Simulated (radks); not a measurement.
Task: Spherical quantum dot in the effective-mass picture: electrons in a hard-walled sphere of radius 2.96, with a point charge +1 (a donor) at the centre, all in effective atomic units (hartree* = m*/eps^2 hartree, bohr* = eps/m* bohr), one dielectric constant everywhere. Calculated with a radial shooting solver with Libxc functionals: non-relativistic Kohn-Sham, PBEsol, spin-polarised, spherical densities. Levels are named by radial order and angular momentum (1s, 1p, 1d, 2s, ...), and open shells are averaged over m. Results are scaled to m* = 0.029 and eps = 5.4, for which hartree* = 27.06 meV and bohr* = 9.854 nm. At N = 18 the configuration is 1s2 1p6 1d10. Does electron 19 go into 1f up or 2s up?

Result: Into 2s up. The total energies of the other choices lie higher by 9.44 meV (1f up).
